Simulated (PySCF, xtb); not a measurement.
C₄H₁₂Mo, SMILES [CH3][Mo]([CH3])([CH3])[CH3], multiplicity 1.

Harmonic wavenumbers (cm⁻¹) from GFN2-xTB run with xtb 6.7.1 at its own minimum, in rising order: 79, 81, 102, 103, 103, 139, 152, 155, 156, 465, 465, 466, 470, 501, 501, 501, 551, 552, 593, 594, 595, 1274, 1274, 1274, 1279, 1461, 1461, 1462, 1468, 1468, 1468, 1470, 1470, 2843, 2844, 2844, 2845, 2847, 2864, 2864, 2864, 2865, 2881, 2882, 2883.

Q: What does PySCF 2.14.0 with B3LYP-D3(BJ)/def2-SVP give at its own minimum? (The exact figures need the calculation; the answer reports its results.)

A: 85, 106, 136, 136, 146, 249, 252, 257, 257, 265, 397, 397, 428, 578, 578, 578, 591, 645, 691, 691, 760, 1166, 1172, 1172, 1185, 1341, 1345, 1345, 1348, 1419, 1419, 1424, 1425, 2921, 2924, 2924, 2926, 3035, 3035, 3037, 3038, 3070, 3073, 3077, 3077. Paired by order, the mean absolute difference is 101 cm⁻¹ and the zero-point energies are 83.6 and 85.9 kcal/mol.
